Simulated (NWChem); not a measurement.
System: C3H6O2; SMILES C1OCCO1

Input file for NWChem:

```
start job
memory heap 200 mb stack 900 mb global 1100 mb
geometry units angstroms noautosym nocenter noautoz
  C      0.737894     0.194709    -0.945665
  C     -0.737894    -0.194709    -0.945665
  O     -1.138542     0.153952     0.377037
  C      0.000000     0.000000     1.207317
  O      1.138542    -0.153952     0.377037
  H      0.866059     1.272311    -1.129655
  H      1.354266    -0.369943    -1.650257
  H     -0.866059    -1.272311    -1.129655
  H     -1.354266     0.369943    -1.650257
  H      0.078018     0.896772     1.839234
  H     -0.078018    -0.896772     1.839234
end
basis spherical
  * library 6-31g*
end
dft
  xc b3lyp
  iterations 150
end
cosmo
  do_cosmo_smd true
  solvent water
end
task dft energy
```

Structure relaxed at the B3LYP/6-31G* (spherical d) level. Solvent: water.

Level: B3LYP/6-31G* with SMD (1 M gas to 1 M solution), gas-phase geometry.

Give the results of this calculation. (B3LYP/6-31G* (spherical d), SMD on the gas-phase geometry.) Quantities: solvation free energy (kcal/mol); cavity-dispersion-structure term (kcal/mol); dipole in solution (D).

The solvation free energy (kcal/mol) is -4.0 and the cavity-dispersion-structure term (kcal/mol) is 2.6. The dipole in solution (D) is 1.58.
